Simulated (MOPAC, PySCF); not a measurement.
I₄Sn, SMILES `[I][Sn]([I])([I])[I]`, neutral singlet in the gas phase. 

Cartesian coordinates (Å):
SMILES: [I][Sn]([I])([I])[I]
```xyz
5

I     -1.5512    -0.9348     2.0182
Sn     0.0000     0.0000     0.0000
I      0.4617    -1.9911    -1.7818
I      2.3601     0.8778     1.0061
I     -1.2706     2.0481    -1.2424
```
Charge 0, multiplicity 1.

All levels are single points at this geometry (PBE-D3(BJ)/def2-SVP); Pople sets use spherical d functions. Orbital energies aren't observables, and empty levels follow the basis.

```json
[
 {"level": "PBE-D3(BJ)/def2-TZVP in PySCF", "HOMO (eV)": "-6.78", "LUMO (eV)": "-4.61", "gap (eV)": "2.17", "dipole (D)": "0.00", "vertical IE, Delta-SCF (eV)": "–"},
 {"level": "B3LYP/6-311+G** (LANL2DZ on I, Sn) in PySCF", "HOMO (eV)": "-7.95", "LUMO (eV)": "-4.47", "gap (eV)": "3.49", "dipole (D)": "0.00", "vertical IE, Delta-SCF (eV)": "–"},
 {"level": "B3LYP/LANL2DZ in PySCF", "HOMO (eV)": "-7.95", "LUMO (eV)": "-4.47", "gap (eV)": "3.49", "dipole (D)": "0.00", "vertical IE, Delta-SCF (eV)": "–"},
 {"level": "BP86/6-31G* (LANL2DZ on I, Sn) in PySCF", "HOMO (eV)": "-7.19", "LUMO (eV)": "-5.04", "gap (eV)": "2.15", "dipole (D)": "0.00", "vertical IE, Delta-SCF (eV)": "–"},
 {"level": "PBE/6-31G* (LANL2DZ on I, Sn) in PySCF", "HOMO (eV)": "-7.08", "LUMO (eV)": "-4.93", "gap (eV)": "2.16", "dipole (D)": "0.00", "vertical IE, Delta-SCF (eV)": "–"},
 {"level": "SVWN5/6-31G* (LANL2DZ on I, Sn) in PySCF", "HOMO (eV)": "-7.15", "LUMO (eV)": "-5.01", "gap (eV)": "2.15", "dipole (D)": "0.00", "vertical IE, Delta-SCF (eV)": "–"},
 {"level": "AM1 in MOPAC", "HOMO (eV)": "-11.60", "LUMO (eV)": "-4.43", "gap (eV)": "7.17", "dipole (D)": "0.00", "vertical IE, Delta-SCF (eV)": "–"},
 {"level": "PM3 in MOPAC", "HOMO (eV)": "-10.27", "LUMO (eV)": "-4.69", "gap (eV)": "5.58", "dipole (D)": "0.00", "vertical IE, Delta-SCF (eV)": "–"},
 {"level": "PM7 in MOPAC", "HOMO (eV)": "-10.13", "LUMO (eV)": "-2.11", "gap (eV)": "8.03", "dipole (D)": "0.00", "vertical IE, Delta-SCF (eV)": "–"}
]
```
